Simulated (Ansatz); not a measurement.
Reaction (formal exchange of groups at a C–C bond): `CCB(N)N` + `B[SiH](C)C` → `B[Si](C)(C)C` + `CB(N)N`

Gas-phase electronic energies from Ansatz, PBE0-D4/def2-TZVP geometries. CBS: MP2 limit from def2 TZ/QZ plus the TZ coupled-cluster correction, frozen cores. Functionals use def2-TZVPP. B3LYP here is the variant with VWN-RPA as its local correlation; programs differ in this. Each species was taken in one conformer, which may not be the lowest.

```json
{"level": "B3LYP-D4", "ΔE (kJ/mol)": "-51.9"}
{"level": "ωB97M-V", "ΔE (kJ/mol)": "-53.3"}
{"level": "SCS-MP2/def2-QZVPP", "ΔE (kJ/mol)": "-51.0"}
{"level": "HF/CBS(def2)", "ΔE (kJ/mol)": "-45.1"}
```

(1) What does CCSD(T)/CBS give? (Best estimate.)

Largest T1 diagnostic among the species: 0.010.

Results:

(1) Ansatz gave: -52.5 kJ/mol. The listed levels differ from it by 0.6, -0.8, 1.5, 7.4 kJ/mol.

In def2-TZVPP, CCSD(T) changes the Hartree–Fock value by −5.6 kJ/mol (the triples alone add −0.8 kJ/mol) and MP2 by −8.9 kJ/mol.
